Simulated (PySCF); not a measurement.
## The 1-electron isoelectronic series, spin-free X2C

All values are computed (PySCF 2.14, energy differences of UHF-based or UKS calculations, no spin-orbit coupling). Each ion has its own even-tempered basis scaled to its charge (17s7p4d3f3g for the first); frozen: nothing. Ionisation energies in eV.

| ion | configuration | UHF | LDA | PBE | PBE0 | r2SCAN | NIST (with spin-orbit, Breit and QED) |
| --- | --- | --- | --- | --- | --- | --- | --- |
| Al¹²⁺ | 1s1 (2S) | 2304.6 | 2290.3 | 2302.5 | 2303.0 | 2304.6 | 2304.1 (t) |
| Si¹³⁺ | 1s1 (2S) | 2673.7 | 2658.2 | 2671.5 | 2672.1 | 2673.8 | 2673.2 (t) |
| P¹⁴⁺ | 1s1 (2S) | 3070.5 | 3053.8 | 3068.1 | 3068.8 | 3070.6 | 3069.8 (t) |
| S¹⁵⁺ | 1s1 (2S) | 3495.0 | 3477.1 | 3492.5 | 3493.1 | 3495.1 | 3494.2 (t) |
| Cl¹⁶⁺ | 1s1 (2S) | 3947.3 | 3928.2 | 3944.6 | 3945.3 | 3947.4 | 3946.3 (t) |
| Ar¹⁷⁺ | 1s1 (2S) | 4427.4 | 4407.1 | 4424.6 | 4425.3 | 4427.5 | 4426.2 (t) |
| K¹⁸⁺ | 1s1 (2S) | 4935.5 | 4914.0 | 4932.5 | 4933.3 | 4935.6 | 4934.0 (t) |
| Ca¹⁹⁺ | 1s1 (2S) | 5471.6 | 5448.8 | 5468.4 | 5469.2 | 5471.7 | 5469.9 (t) |
| Sc²⁰⁺ | 1s1 (2S) | 6035.7 | 6011.8 | 6032.5 | 6033.3 | 6035.9 | 6033.8 (t) |
| Ti²¹⁺ | 1s1 (2S) | 6628.1 | 6603.0 | 6624.7 | 6625.6 | 6628.3 | 6625.8 (t) |

Each ion has its own basis, which adds noise of up to about 0.1 % along the series.

NIST values marked (s) are semi-empirical, (t) theoretical. Open shells are high-spin determinants of the terms that Hund's rules give.
